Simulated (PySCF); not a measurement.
CBF$_{2}$NO (SMILES O=C=NB(F)F), singlet, geometry from GFN2-xTB; HF/6-31G, TDA in PySCF.

PySCF was given this input:
```python
from pyscf import gto, scf, tdscf

mol = gto.M(
    atom='''
B     0.49799479   -0.39248736    0.72186990
F     1.77653276   -0.63901127    0.86289394
F    -0.27959904   -0.68553688    1.74045271
N     0.00432106    0.16851257   -0.45668734
C    -0.76105003    0.64115656   -1.24167227
O    -1.42829056    1.10710535   -2.04907807
''',
    basis='6-31g',
    verbose=4,
)

mf = scf.RHF(mol)
mf.kernel()
td = mf.TDA()
td.nstates = 2
td.kernel()
td.analyze()
```

It wrote (shortened):

```
PySCF version 2.14.0

[INPUT] verbose = 4
[INPUT] num. atoms = 6
[INPUT] num. electrons = 44
[INPUT] charge = 0
[INPUT] spin (= nelec alpha-beta = 2S) = 0
[INPUT] symmetry False subgroup None
[INPUT] Mole.unit = angstrom
[INPUT] Symbol           X                Y                Z      unit          X                Y                Z       unit  Magmom
[...]
nuclear repulsion = 196.016615625857
number of shells = 30
number of NR pGTOs = 132
number of NR cGTOs = 54
basis = 6-31g
ecp = {}

******** <class 'pyscf.scf.hf.RHF'> ********
method = RHF
initial guess = minao
damping factor = 0
level_shift factor = 0
DIIS = <class 'pyscf.scf.diis.CDIIS'>
diis_start_cycle = 1
diis_space = 8
diis_damp = 0
SCF conv_tol = 1e-09
SCF conv_tol_grad = None
SCF max_cycles = 50
direct_scf = True
direct_scf_tol = 1e-13
Set gradient conv threshold to 3.16228e-05
Initial guess from minao.
init E= -392.161924230518
[...]
cycle= 1 E= -390.59526701687  delta_E= 1.57  |g|= 0.829  |ddm|= 2.82
[...]
cycle= 2 E= -390.692198225377  delta_E= -0.0969  |g|= 0.594  |ddm|= 1.08
[...]
cycle= 3 E= -390.754288513616  delta_E= -0.0621  |g|= 0.102  |ddm|= 0.445
[...]
cycle= 4 E= -390.756330383774  delta_E= -0.00204  |g|= 0.0354  |ddm|= 0.0982
[...]
cycle= 5 E= -390.75662030067  delta_E= -0.00029  |g|= 0.00553  |ddm|= 0.0348
[...]
cycle= 6 E= -390.756632610843  delta_E= -1.23e-05  |g|= 0.00148  |ddm|= 0.00913
[...]
cycle= 7 E= -390.756634149428  delta_E= -1.54e-06  |g|= 0.000746  |ddm|= 0.00287
[...]
cycle= 8 E= -390.756634606334  delta_E= -4.57e-07  |g|= 0.00032  |ddm|= 0.00154
[...]
cycle= 9 E= -390.756634725028  delta_E= -1.19e-07  |g|= 0.000152  |ddm|= 0.000791
[...]
cycle= 10 E= -390.756634759926  delta_E= -3.49e-08  |g|= 3.73e-05  |ddm|= 0.000591
[...]
cycle= 11 E= -390.756634761446  delta_E= -1.52e-09  |g|= 7.83e-06  |ddm|= 0.000137
[...]
cycle= 12 E= -390.756634761486  delta_E= -4.08e-11  |g|= 1.82e-06  |ddm|= 2.31e-05
[...]
Extra cycle  E= -390.756634761488  delta_E= -1.36e-12  |g|= 9.5e-07  |ddm|= 2.91e-06
converged SCF energy = -390.756634761488

******** <class 'pyscf.tdscf.rhf.TDA'> for <class 'pyscf.scf.hf.RHF'> ********
nstates = 2 singlet
deg_eia_thresh = 1.000e-03
wfnsym = None
conv_tol = 1e-05
eigh lindep = 1e-12
eigh level_shift = 0
eigh max_cycle = 100

Excitation energies (eV)
[7.55168966 8.16329772]

** Singlet excitation energies and oscillator strengths **
Excited State   1:      7.55169 eV    164.18 nm  f=0.0002
      22 -> 23       -0.66089
      22 -> 26       -0.22459
Excited State   2:      8.16330 eV    151.88 nm  f=0.0262
      21 -> 23       -0.50411
      21 -> 26       -0.18168
      22 -> 24       -0.45215

** Transition electric dipole moments (AU) **
state          X           Y           Z        Dip. S.      Osc.
  1         0.0041      0.0231      0.0167      0.0008      0.0002
  2         0.0991     -0.1532      0.3124      0.1309      0.0262

** Transition velocity dipole moments (imaginary part, AU) **
state          X           Y           Z        Dip. S.      Osc.
  1         0.0019      0.0110      0.0052      0.0002      0.0004
  2         0.0120     -0.0213      0.0424      0.0024      0.0053

** Transition magnetic dipole moments (imaginary part, AU) **
state          X           Y           Z
  1         0.1639     -0.0742      0.0999
  2         0.0020      0.0216      0.0100
```
